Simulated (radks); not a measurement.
The mean radii <r> (bohr) of the occupied orbitals of an atom or ion are listed with their occupations. Calculated with a radial shooting solver on a logarithmic mesh with Libxc functionals: scalar-relativistic Kohn-Sham, BLYP, spin-polarised, spherical densities, finite nucleus; Fermi nuclear charge, rms radius of each element as measured or else 0.836 A^(1/3) + 0.57 fm.

orbital  occ.      <r>
1s up       1  0.07303
1s down     1  0.07302
2s up       1   0.3420
2s down     1   0.3417
2p up       3   0.3055
2p down     3   0.3054
3s up       1   0.9638
3s down     1   0.9681
3p up       2   0.9886

Name the element and its charge. Open shells, if any, are filled with parallel spins first.

Answer. Z = 21, scandium, charge +7: Sc7+ in [Ne] 3s2 3p2. The 1s radius gives Z: for a bare nucleus <r> = (2 gamma + 1)/(2Z) with gamma = sqrt(1 - (Z/c)^2), 0.07087 bohr for Z = 21, and screening makes it slightly larger (0.07303 here). The occupations add up to 14, and the charge is Z minus that.
